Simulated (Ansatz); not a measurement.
Relaxation of CH7AlSSi (11 atoms, charge 0, multiplicity 1), to a largest force component of 0.03 eV/Å in at most 50 steps.

These are results of Ansatz, UHF/6-31G*, not measurements.

```xyz
11
Properties=species:S:1:pos:R:3
Al -0.218 -0.055 -0.435
Si 0.354 -0.338 1.836
S -1.579 -1.756 -0.748
H -1.396 -2.018 0.561
C 0.282 1.198 -1.863
H 1.435 -1.360 1.951
H -0.819 -0.892 2.564
H 0.815 0.851 2.605
H -0.391 2.055 -1.888
H 0.226 0.725 -2.842
H 1.291 1.590 -1.742
```

**Question.** Where does it end, and by what steps?

**Answer.** The run converged. After 7 steps the energy has fallen by 0.318 eV; H4 moved furthest, 0.81 Å.

| step | energy less start (eV) | largest force component (eV/Å) | accepted |
| --- | --- | --- | --- |
| 0 | 0.0000 | 1.572 | yes |
| 1 | -0.1782 | 0.609 | yes |
| 2 | -0.2462 | 0.637 | yes |
| 3 | -0.2981 | 0.231 | yes |
| 4 | -0.2958 | 0.230 | no |
| 5 | -0.3114 | 0.037 | yes |
| 6 | -0.3171 | 0.032 | yes |
| 7 | -0.3181 | 0.029 | yes |

```xyz
11
Properties=species:S:1:pos:R:3
Al -0.271 -0.183 -0.402
Si 0.483 -0.252 1.957
S -1.699 -1.716 -1.109
H -1.865 -2.393 0.024
C 0.275 1.135 -1.762
H 1.632 -1.175 2.116
H -0.591 -0.725 2.861
H 0.917 1.083 2.431
H -0.383 2.003 -1.736
H 0.215 0.723 -2.767
H 1.288 1.501 -1.612
```

Whether the end is a true minimum wasn't checked by a vibrational analysis.

Time of the run: 11 s on 2 threads of Intel(R) Xeon(R) 6975P-C (Granite Rapids), on a shared host, peak memory 0.23 GiB.
